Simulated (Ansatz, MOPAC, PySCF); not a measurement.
Noncovalent pair: CH3F (SMILES CF) (first 5 atoms) with CH6Si (SMILES C[SiH3]); geometry from B3LYP-D3(BJ)/def2-TZVP.
(charge 0, multiplicity 1):
```xyz
13

C     -0.14707    -0.13374     0.50806
F      1.00171     0.15185     1.23919
H     -0.85899     0.68064     0.64403
H      0.12511    -0.22828    -0.54367
H     -0.57110    -1.06839     0.87567
C     -0.66586    -0.13482     6.05283
Si    -0.00555    -0.01327     4.29858
H     -0.58055     0.82348     6.56882
H     -0.10909    -0.87693     6.62829
H     -1.71791    -0.42643     6.05615
H     -0.78215     0.99344     3.53498
H     -0.14023    -1.32314     3.61620
H      1.42077     0.38243     4.31051
```

Counterpoise-corrected where a basis set is named; no monomer relaxation. Rows marked so take none.

Rows in 6-31G* carry no dispersion term and start afresh at each structure (6-31G* with six Cartesian d functions). The state that PM7 reach isn't checked; PM7 holds dispersion and hydrogen-bond terms.

The values were computed with Ansatz (a quantum-chemistry and plane-wave program); MOPAC for PM7 (differences of heats of formation); PySCF for 6-31G* rows. Values without a source in brackets are computed.

Task: One of these levels gives -1.40 kcal/mol for the interaction energy. Name it.
A. HF/6-31G* (no counterpoise)
B. B97M-V/def2-TZVPPD
C. PM7
D. PBE/def2-TZVPPD

Result: B, B97M-V/def2-TZVPPD. The others give 0.22 (PM7), -0.99 (HF/6-31G* (no counterpoise)), -0.38 (PBE/def2-TZVPPD)
